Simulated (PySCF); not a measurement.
# How methods differ on the excitation energy of Pt

Pt [Xe] 4f14 5d9 6s1 (3D) → Pt [Xe] 4f14 5d8 6s1 7s1 (5F), as a difference of total energies. All numbers are calculated (PySCF 2.14, the spin-free X2C one-electron Hamiltonian (Gaussian nucleus), in x2c-TZVPPall with one added diffuse shell each of s, p, d, f type (12s8p8d4f1g, 113 functions)). Correlated levels: valence: [Xe] 4f14 frozen. The calculations carry no spin-orbit coupling.

```tsv
method	excitation energy (eV)
UHF	5.417
MP2 (valence)	7.257
SCS-MP2 (valence)	7.256
CCSD (valence)	6.941
CCSD(T) (valence)	7.080
```

How much does correlation contribute at CCSD(T) (valence)?

7.080 − (5.417) = 1.663 eV, measured against UHF.

A first-order spin-orbit estimate (lowest level to lowest level, LS coupling) adds -0.334 eV.

The promoted electron is Rydberg-like, and one or two diffuse shells describe it only roughly, which tends to raise the upper state.
